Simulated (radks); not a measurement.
Ionisation of the iodine ion I+, [Kr] 4d10 5s2 5p4, to [Kr] 4d10 5s2 5p3 as the strength of local exchange is varied. All-electron calculation, scalar-relativistic Kohn-Sham, Slater X-alpha exchange (alpha = 2/3 is LDA exchange), no correlation, spin-polarised, spherical densities, finite nucleus; open shells are filled with parallel spins first (spin-orbit coupling, left out, can overturn this in heavy ions); Fermi nuclear charge, rms radius 4.75 fm. Program: a radial shooting solver on a logarithmic mesh with Libxc functionals.

alpha	E(I+) (hartree)	exchange (hartree)	IE (eV)	-e of the level emptied (eV)	<r> of it (bohr)
0.614	-7091.51250	-156.11182	16.861	12.816 (5p)	2.380
0.667	-7105.03476	-169.89374	17.362	13.314 (5p)	2.354
0.672	-7106.31170	-171.19643	17.409	13.361 (5p)	2.352
0.809	-7141.38464	-207.05819	18.745	14.694 (5p)	2.289
0.927	-7171.72422	-238.20618	19.938	15.893 (5p)	2.238

NIST Atomic Spectra Database: 19.131 eV (measured). The Delta-SCF value meets it near alpha = 0.85. Open shells are spherical and high-spin; term and fine-structure splittings are not resolved. Spin-orbit splitting is averaged out at the scalar-relativistic level.
